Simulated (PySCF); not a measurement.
**Spectroscopy problems**

PySCF 2.14.0 with density-fitted response routines calculation with structure optimised with GFN2-xTB and GIAO PBE0/pcSseg-1 shieldings; fast rotation and ring inversion assumed for equivalent nuclei, in vacuum, one computed conformer, non-relativistic.

Scale: $^{1}$H (31.72 ppm) and $^{13}$C (186.93 ppm) against TMS (reference shieldings calculated alike). Splittings of carbon signals by F and P are missing where no couplings were computed. Where no couplings were computed, multiplicities follow the n + 1 count of equivalent neighbours, and m marks all less simple cases (inequivalent or close neighbours, rings, F or P nearby). Shifts are as computed. Against solution values, carbons near 30 ppm lie about +3 ppm off and those near 130 ppm about +5 ppm. Of 1211 compounds with measured shifts, 218 miss one by over three times the rms of a fit or turn the order of signals round; such compounds aren't used in these exercises. OH and NH positions are gas-phase values without hydrogen bonding to other molecules.

Question: C$_{6}$H$_{12}$N$_{2}$. $^{1}$H NMR (400 MHz, computed): δ 4.01 (m, 1H), 2.38 (m, 1H), 2.04 (m, 1H), 2.02 (m, 1H), 1.70 (m, 1H), 1.06 (m, 1H), 1.06 (m, 1H), 0.80 (br s, 2H), 0.68 (m, 1H), 0.37 (br s, 2H). $^{13}$C{$^{1}$H} NMR (computed): δ 58.2 (CH), 39.6 (CH), 36.1 (CH2), 36.0 (CH), 32.0 (CH2), 29.9 (CH). Identify the compound.

Answer: SMILES N[C@@H]1[C@H]2CC[C@@H](N)[C@@H]12. Rings plus π bonds: 2 (2 rings in the answer). 6 carbon signals for 6 carbons: no two carbons are equivalent. Carbon types of the structure: 4 × CH, 2 × CH2, leaving 4 H on heteroatoms. δC 58.2: sp3 CH bonded to N; deshielded by the electronegative neighbour. δC 36.1, 32.0: sp3 CH2 in a ring; saturated and bonded to C and H only. δH 4.01: hydrogen on an sp3 CH bonded to N; its carbon carries N, which withdraws density. δH 0.80, 0.37: hydrogen on an amine nitrogen; exchangeable, gas-phase position.

The data come from this structure; uniqueness wasn't tested.

Question: C$_{7}$H$_{6}$F$_{3}$P. $^{1}$H NMR (400 MHz, computed): δ 8.34 (m, 1H), 8.19 (m, 1H), 7.97 (m, 1H), 2.99 (m, 3H). $^{13}$C{$^{1}$H} NMR (computed): δ 181.1 (C), 170.4 (C), 141.5 (CH), 137.0 (CH), 135.6 (CH), 135.2 (C), 27.9 (CH3). Give a structure.

Answer: SMILES FC(c1cccc(C)p1)(F)F. 7 carbon signals for 7 carbons: no two carbons are equivalent. Carbon types of the structure: 3 × C, 3 × CH, 1 × CH3, which accounts for all hydrogens. δC 181.1, 170.4: substituted aromatic carbon. δC 141.5, 137.0, 135.6: aromatic CH. δC 135.2: CF3 carbon; 3 electronegative neighbours deshield it. δH 8.34, 8.19, 7.97: hydrogen on an aromatic CH; the ring current deshields protons in the ring plane.

This is the structure that produced the data.
